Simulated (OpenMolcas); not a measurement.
# Lines of Au I: computed and rescaled rates

```
Program             : OpenMolcas 26.06
Method              : SS-CASPT2, IPEA 0.25 Eh, imaginary shift 0.1 Eh (closed shells correlated: 5s 5p)
Basis               : ANO-RCC-VTZP [8s7p5d3f1g]
Scalar Hamiltonian  : DKH2, point nucleus
Active space        : 11 electrons in 6 orbitals (5d 6s)
State averaging     : 2S+1 = 2 even, 6 roots
Spin-orbit coupling : RASSI with atomic mean-field integrals over the reference wave functions, term energies averaged over their components
```

Rates come from the transition moments of the reference wave functions (E1 and E2 in the length form). At fixed line strength A goes as λ^-3 for E1 and M1 and as λ^-5 for E2, so a rate at the computed wavelength can be rescaled to the measured one. Measured vacuum wavelengths follow from level energies in NIST Handbook of Basic Atomic Spectroscopic Data. Branching counts decays inside the model space alone, at computed energies, and the table is only a selection of the E2 and M1 lines, drawn from those between levels with measured partners whose computed energy lies within a factor of 1.5 of the measured one.

| Upper | Lower | Type | λ computed (nm) | λ measured (nm) | A computed (s-1) | A rescaled (s-1) | Branching % |
| --- | --- | --- | --- | --- | --- | --- | --- |
| 5d9 6s2 2D 3/2 | 5d9 6s2 2D 5/2 | M1 | 817.2 | 814.7 | 2.98e+01 | 3.01e+01 | 97.5 |
| 5d9 6s2 2D 3/2 | 5d10 6s 2S 1/2 | E2 | 529.5 | 466.5 | 7.52e-01 | 1.42e+00 | 2.5 |
| 5d9 6s2 2D 5/2 | 5d10 6s 2S 1/2 | E2 | 1504 | 1092 | 4.07e-03 | 2.02e-02 | 100.0 |

The largest correction is for 5d9 6s2 2D 5/2 → 5d10 6s 2S 1/2 (E2): 4.07e-03 × (1504 / 1092)^5 = 2.02e-02 s-1, a factor of 4.96.

No measured rate stands beside these. Rescaling mends the energy factor alone: line strengths can still be far off where a level mixes with configurations outside the active space, and weak or spin-changing lines hang on small mixing coefficients that depend on the term gaps too, so rescaling need not improve them.

CASPT2 does not keep the components of a term degenerate, so their means are used; among the terms shown or strongly mixed into the levels shown the widest spread is 350 cm-1 (5d9 6s2 2D). A single d shell beside an s shell can misplace configurations of different d count against each other. Measured partners are found by configuration, term and J. A level has none where our copy of the source lacks it or the pairing is in doubt (some pairs that miss far off the trend of their configuration count as doubtful). Only configurations of the active space appear.
